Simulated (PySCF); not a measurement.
GeHCl₃, SMILES [Cl][GeH]([Cl])[Cl].

Geometry optimised at B3LYP-D3(BJ)/def2-SVP. The isomer is the one that the SMILES or the coordinates give; other isomers of the formula were not compared.

Computed with r2SCAN/def2-TZVP (PySCF).

Symmetry labels are those of the subgroup Cs that the program uses (full group C3v).

### Question
List the valence orbital energies around the gap with their symmetry. (Estimate from the structure and the level; the computed values follow.)

### Answer

```
orbital  symmetry  energy (eV)
-------  --------  -----------
HOMO−7         A'       -10.87
HOMO−6         A"       -10.87
HOMO−5         A"        -8.96
HOMO−4         A'        -8.96
HOMO−3         A'        -8.58
HOMO−2         A"        -8.58
HOMO−1         A'        -8.56
HOMO           A"        -8.34
LUMO           A'        -2.45
LUMO+1         A"        -0.75
LUMO+2         A'        -0.75
LUMO+3         A'         0.67
```
